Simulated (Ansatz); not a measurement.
Mulliken charges of `[Br][GaH][Br]` from ωB97M-V/def2-TZVPP in Ansatz (PBE0-D4/def2-TZVP geometry).

```tsv
atom	x (Å)	y (Å)	z (Å)	charge (e)
Br1	-2.067	0.047	-0.609	-0.221
Ga2	0.131	0.164	-0.036	0.424
Br3	1.022	-1.718	0.880	-0.221
H4	0.970	1.446	-0.255	0.017
```

**Question.** By hand: the dipole of these point charges (1 e Å = 4.8032 D).

**Answer.** Σ q r = (0.303, 0.463, -0.079) e Å, of length 0.559 e Å = 2.68 D.

**Question.** How does the dipole of the full density compare? (An estimate is asked.)

**Answer.** Computed: (0.168, 0.257, -0.044) e Å, 1.49 D; the point charges give 1.80 times that, at 0° from its direction.

Point charges leave out the atoms' own dipoles, such as those of lone pairs, and Mulliken's split depends on the basis, so the two needn't agree.
